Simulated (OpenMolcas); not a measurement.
A calculation on Tm IV.

* Program: OpenMolcas 26.06
* Method: RASSCF
* Basis: ANO-RCC-VTZP [8s7p5d3f2g1h]
* Scalar Hamiltonian: DKH2, point nucleus
* Active space: 12 electrons in 14 orbitals (RAS2 4f; RAS3 5f, at most 2 electrons)
* State averaging: 2S+1 = 3 even, 18 roots; 2S+1 = 1 even, 14 roots kept (CI in the orbitals of an earlier block)
* Spin-orbit coupling: state interaction with AMFI integrals over the reference wave functions, term energies averaged over their components

(1) Which level of the active space comes out lowest?

(2) How high does 4f12 3H5 lie?

(3) How high does 4f12 3F2 lie?

(4) How high does 4f12 3F3 lie?

(5) The level at 6397 cm-1 has J = 4. What is it made of, and what is its g factor?

Measured values: the list in Tchang-Brillet, Wyart, Meftah and Ait Mammar, Atoms 6, 52 (2018).

## Answers

(1) 4f12 3H6, with 100 % of that term; it is also the measured ground level.

(2) 8079 cm-1 above the lowest level; measured 8217 cm-1 above the ground level, so the calculation is off by -2 %.

(3) 17346 cm-1 above the lowest level; measured 15090 cm-1 above the ground level, so the calculation is off by +15 %.

(4) 15895 cm-1 above the lowest level; measured 14410 cm-1 above the ground level, so the calculation is off by +10 %.

(5) 55 % 4f12 3F4, 34 % 4f12 1G, 12 % 4f12 3H; g = 1.114, against 1.251 from Landé's formula for the pure leading term.

Without dynamic correlation excited terms often stand tens of per cent too high (terms of higher spin than the ground term too low), and those without a measured partner can miss by more than the paired ones. Active for correlation alone: 5f; no level in the range computed is led by a configuration that fills it, so any true level of that kind is missing. Measured partners are found by configuration, term and J. A level has none where our copy of the source lacks it or the pairing is in doubt (some pairs that miss far off the trend of their configuration count as doubtful), and it then counts in no deviation. Levels of configurations outside the active space are missing.
